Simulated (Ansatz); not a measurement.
**Molecular dynamics of C3H10ClNSi**

The input (input.yaml):

```yaml
crystal:
  periodic: [false, false, false]
  atoms:
    - { symbol: Si, position_ang: [0.141751, -0.207391, 0.029629] }
    - { symbol: C, position_ang: [-0.087511, 0.220058, 1.819833] }
    - { symbol: H, position_ang: [-1.096679, 0.587526, 1.995712] }
    - { symbol: H, position_ang: [0.078943, -0.640892, 2.462525] }
    - { symbol: H, position_ang: [0.611941, 0.997677, 2.118512] }
    - { symbol: Cl, position_ang: [2.057792, -1.07839, -0.166344] }
    - { symbol: H, position_ang: [0.145728, 0.93506, -0.835404] }
    - { symbol: "N", position_ang: [-1.091789, -1.286019, -0.518447] }
    - { symbol: C, position_ang: [-1.374924, -2.502194, 0.277836] }
    - { symbol: H, position_ang: [-1.41326, -2.251355, 1.342517] }
    - { symbol: H, position_ang: [-2.349773, -2.911855, -0.011237] }
    - { symbol: H, position_ang: [-0.621749, -3.293159, 0.137128] }
    - { symbol: C, position_ang: [-1.152577, -1.563087, -1.972746] }
    - { symbol: H, position_ang: [-2.13396, -1.979353, -2.228828] }
    - { symbol: H, position_ang: [-1.018203, -0.631899, -2.532781] }
    - { symbol: H, position_ang: [-0.385029, -2.278626, -2.306304] }
basis:
  gaussian: { orbitals: STO-3G }
hamiltonian:
  xc: { name: BHLYP }
  dispersion: d4
md:
  timestep: 0.5
  n_steps: 150
  ensemble: nvt_nose_hoover
  temperature: 1500.0
  initial_velocities: maxwell_boltzmann
  seed: 597120
  nose_hoover: { tau: 50.0, chain_length: 1 }
```

Command:

```bash
$ ansatz run input.yaml --threads 1 --pin off --max-ram 2048MiB --backend cpu --events-out ev --progress --plain --runs-dir out
```

It starts from a relaxed structure.

Output, in part (step lines, the closing report, with atoms numbered from 0):

```
md step     0: t =     0.00 fs  T =  1500.0 K  F+E_penalty+E_count = -24879.80750299 eV  E_kin = 2.714460 eV  conserved = -24877.09304301 eV  (22 SCF iters)
[... lines left out ...]
Total energy: -24877.83179793 eV, -914.2434557739 hartree
Atom 0 at     0.142112    -0.101194     0.145142 Å, force    -1.389633     1.155588    -2.980151 eV/Å
Atom 1 at    -0.135658     0.477065     1.903508 Å, force     2.124142    -3.914995     2.744724 eV/Å
Atom 2 at    -1.100269     0.170140     2.425353 Å, force     1.292934     1.076500    -1.367799 eV/Å
Atom 3 at     0.626665    -0.263723     2.387066 Å, force    -1.651805     1.575206    -0.342386 eV/Å
Atom 4 at     0.280202     1.440618     2.249031 Å, force    -0.931539    -0.165591    -0.914464 eV/Å
Atom 5 at     1.870767    -1.313910    -0.217465 Å, force     0.223996     0.644854     0.651606 eV/Å
Atom 6 at     0.280870     1.080850    -0.751606 Å, force     0.030811    -1.139018     0.733932 eV/Å
Atom 7 at    -1.102052    -1.199866    -0.584790 Å, force    -0.302322     1.754544     1.457950 eV/Å
Atom 8 at    -1.084977    -2.502584     0.211047 Å, force     0.270961     0.071205     0.104342 eV/Å
Atom 9 at    -1.269323    -2.347842     1.304139 Å, force    -0.487246     0.351221    -1.038127 eV/Å
Atom 10 at    -1.773030    -3.342437    -0.153617 Å, force     1.322814     1.632998     0.225189 eV/Å
Atom 11 at    -0.013450    -2.724494     0.177315 Å, force    -0.153435    -1.831988    -0.081207 eV/Å
Atom 12 at    -1.018118    -1.499749    -2.064362 Å, force    -0.049203    -5.296547     3.524826 eV/Å
Atom 13 at    -0.197487    -2.218610    -2.256292 Å, force     0.421915     0.603890    -0.018143 eV/Å
Atom 14 at    -1.876119    -2.218881    -2.081835 Å, force     0.005960     1.471407    -1.706614 eV/Å
Atom 15 at    -0.913490    -0.728080    -2.765972 Å, force    -0.728350     2.010726    -0.993678 eV/Å
Dipole moment:    -0.317315     0.211399     0.235519 e Å
```

The steps, from the saved trajectory:

```tsv
time (fs)	T (K)	potential energy less start (eV)	conserved less start (meV/atom)
0	1500	0.000	0.00
2.5	983	0.950	0.88
5	744	1.379	0.50
7.5	526	1.786	1.01
10	988	0.947	0.17
12.5	934	1.067	0.63
15	925	1.102	0.52
17.5	817	1.321	0.78
20	845	1.289	0.39
22.5	537	1.871	0.67
25	566	1.840	0.69
27.5	865	1.325	0.62
30	1012	1.109	0.61
32.5	825	1.492	0.62
35	686	1.787	0.82
37.5	903	1.432	0.41
40	776	1.725	0.91
42.5	861	1.620	0.63
45	920	1.577	0.78
47.5	1169	1.198	0.33
50	883	1.803	0.88
52.5	711	2.177	0.78
55	667	2.315	0.99
57.5	1002	1.779	0.47
60	945	1.975	0.82
62.5	960	2.042	0.84
65	957	2.142	1.01
67.5	1215	1.783	0.68
70	1089	2.134	0.83
72.5	972	2.459	1.06
75	1304	1.976	0.92
```

The run went to its last step. The conserved energy stayed within 1.1 meV per atom of its start (net change 0.92 meV per atom), so the integration is sound. The mean temperature of the second half is 37 % below the set value. A run of 0.075 ps of so small a system gives no equilibrium averages. Limits of this set-up: minimal basis.

The same pairs are bonded in the first frame and the last. Pairs count as bonded within 1.25 times the sum of covalent radii (0.12 Å more for H–H).

Last frame:

```xyz
16
Properties=species:S:1:pos:R:3
Si 0.142 -0.101 0.145
C -0.136 0.477 1.903
H -1.100 0.170 2.425
H 0.627 -0.264 2.387
H 0.280 1.441 2.249
Cl 1.871 -1.314 -0.217
H 0.281 1.081 -0.752
N -1.102 -1.200 -0.585
C -1.085 -2.503 0.211
H -1.269 -2.348 1.304
H -1.773 -3.342 -0.154
H -0.013 -2.724 0.177
C -1.018 -1.500 -2.064
H -0.198 -2.219 -2.256
H -1.876 -2.219 -2.082
H -0.913 -0.728 -2.766
```

The run took 11 min on 1 thread of Arm Neoverse V1, with other jobs on the host, peak memory 0.13 GiB.
